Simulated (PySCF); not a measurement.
C4H5ClSi, SMILES ClC1=C[SiH2]C=C1. Coordinates come from a PBE-D3(BJ)/def2-SVP optimisation.

Calculation: PBE-D3(BJ)/def2-SVP (PySCF).

Harmonic wavenumbers (cm⁻¹): 144, 262, 286, 377, 493, 516, 557, 640, 675, 716, 718, 754, 780, 860, 900, 954, 986, 1058, 1151, 1285, 1522, 1571, 2160, 2160, 3106, 3152, 3171. Rotational constants (GHz): 6.092, 1.432, 1.176; symmetry number 1.

**Question.** Work out the zero-point energy and the ideal-gas rigid-rotor harmonic-oscillator thermochemistry at 298.15 K and 1 atm.

**Answer.** ZPE = ½ Σ hcν = ½ × 30956 cm⁻¹ = 44.25 kcal/mol. H − E(el) = 48.78 kcal/mol. Entropy in cal/(mol K): translation 40.18, rotation 27.84, vibration 11.22, total 79.24. G − E(el) = 25.16 kcal/mol. Cp = 25.99 cal/(mol K). Modes under 150 cm⁻¹ make the vibrational entropy uncertain.
